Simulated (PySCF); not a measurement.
C3H9BO2, SMILES CB(OC)CO. Geometry optimised at B3LYP-D3(BJ)/def2-SVP. This is a generated structure with no PubChem entry under its InChIKey; it may be hypothetical. One conformer was computed; it need not be the lowest.

Q: Give the equilibrium geometry at B3LYP-D3(BJ)/def2-SVP (PySCF confirms it by a frequency run) as Cartesian coordinates in Å, and its point group. (The exact figures need the calculation; the answer reports its results.)

A: This is not unique; one that fits is point group Cs.
```xyz
15

C     -0.2401     2.4581     0.0000
O     -0.7670     1.1478     0.0000
B      0.0136     0.0327     0.0000
C      1.5872     0.0947     0.0000
C     -0.7978    -1.3302     0.0000
O      0.0699    -2.4530     0.0000
H      0.3792     2.6471    -0.8935
H     -1.0801     3.1683     0.0000
H      0.3792     2.6471     0.8935
H      1.9614     0.6454    -0.8822
H      1.9614     0.6454     0.8822
H      2.0282    -0.9110     0.0000
H     -1.4747    -1.3223    -0.8832
H     -1.4747    -1.3223     0.8832
H     -0.4662    -3.2548     0.0000
```
